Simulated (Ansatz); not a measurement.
Relaxation of Cl₃GeH₃O (8 atoms, charge 0, multiplicity 1), to a largest force component of 0.03 eV/Å in at most 50 steps.

These are results of RKS PBE/def2-SVP in Ansatz, not measurements.

```xyz
8
Properties=species:S:1:pos:R:3
Ge -0.112 0.175 0.020
O -0.077 0.228 1.793
H -0.867 -0.212 2.167
Cl 1.898 0.282 -0.717
Cl -1.186 1.893 -0.720
Cl -1.154 -1.572 -0.711
H 1.195 -2.042 1.023
H 1.109 -1.638 1.614
```

Task: Where does it end, and by what steps?

Result: It converged. The force dipped under the threshold on the way, but the program's further checks kept it going. After 22 steps the energy has fallen by 0.240 eV; H7 moved furthest, 1.71 Å.

```tsv
step	energy less start (eV)	largest force component (eV/Å)	accepted
0	0.0000	1.473	yes
1	-0.1301	0.132	yes
2	-0.1807	0.088	yes
3	-0.2030	0.103	yes
4	-0.2108	0.082	yes
5	-0.2141	0.083	yes
6	-0.2164	0.203	yes
7	-0.2185	0.255	yes
8	-0.2211	0.363	yes
9	-0.2238	0.061	yes
10	-0.2310	0.016	yes
11	-0.2322	0.207	yes
12	-0.2337	0.100	yes
13	-0.2351	0.075	yes
14	-0.2358	0.183	yes
15	-0.2370	0.128	yes
16	-0.2383	0.119	yes
17	-0.2389	0.096	yes
18	-0.2389	0.143	yes
19	-0.2394	0.060	yes
20	-0.2395	0.035	yes
21	-0.2396	0.012	yes
22	-0.2397	0.014	yes
```

```xyz
8
Properties=species:S:1:pos:R:3
Ge -0.284 0.449 -0.340
O 0.181 -0.078 1.291
H -0.608 -0.305 1.823
Cl 1.554 0.856 -1.358
Cl -1.506 2.225 -0.256
Cl -1.397 -1.086 -1.368
H 1.541 -2.798 2.515
H 1.327 -2.147 2.164
```

Whether the end is a true minimum wasn't checked by a vibrational analysis.

The run took 46 s on 4 threads of Arm Neoverse N1, on a shared host, peak memory 0.18 GiB.
